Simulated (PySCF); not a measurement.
Precursor series Cd Cl-Br. All species are isolated molecules in the gas phase.

The charge on the central atom (Mulliken) from two functionals at the same geometries (PBE-D3(BJ)/def2-SVP), both in PySCF: PBE-D3(BJ)/def2-TZVP and TPSSh-D3(BJ)/def2-TZVP. 

| species | TPSSh-D3(BJ)/def2-TZVP (e) |
|---|---|
| 0 of 2 Cl replaced by Br | 0.81 |
| 1 of 2 Cl replaced by Br ([Cd(Cl)(Br)]) | 0.77 |
| 2 of 2 Cl replaced by Br | 0.73 |

Problem. What does PBE-D3(BJ)/def2-TZVP give for each?

Solution. 
- 0 of 2 Cl replaced by Br: 0.74
- 1 of 2 Cl replaced by Br ([Cd(Cl)(Br)]): 0.70
- 2 of 2 Cl replaced by Br: 0.66
Over these rows, drawn at random from the members with no instability flagged (it was tested for open shells, ions and some series alone), PBE minus TPSSh-D3(BJ): mean -0.07 e, from -0.08 e to -0.07 e.
